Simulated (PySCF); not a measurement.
SMILES [Se](S)OC, singlet, PBE0/def2-SVP optimised geometry.

```
8

Se    -0.78    -1.73     0.00
O     -1.21     0.02     0.00
C     -1.02     0.71     1.21
H      0.05     0.78     1.49
H     -1.40     1.73     1.06
H     -1.57     0.24     2.05
S      1.40    -1.73     0.00
H      1.61    -1.77     1.34
```

Density from PySCF with PBE0/def2-TZVP at that geometry.

Minimum of the electron density along straight lines between bonded atoms, close to the bond critical point (lines longer than 1.1 times the sum of covalent radii, or with two minima, are not listed):

```csv
bond,length / Å,ρ at the minimum / e bohr⁻³,∇²ρ there / e bohr⁻⁵,position (fraction from the first atom)
Se1–O2,1.803,[?],[?],0.47
O2–C3,1.406,0.264,-0.55,0.65
C3–H4,1.105,0.276,-0.95,0.65
C3–H5,1.101,0.279,-0.97,0.65
C3–H6,1.105,0.276,-0.95,0.65
Se1–S7,2.188,0.126,-0.06,0.48
S7–H8,1.356,0.213,[?],0.65
```

### Question
What belongs in the gaps?

### Answer

- Se1–O2, ρ at the minimum / e bohr⁻³: 0.162
- Se1–O2, ∇²ρ there / e bohr⁻⁵: 0.18
- S7–H8, ∇²ρ there / e bohr⁻⁵: -0.61
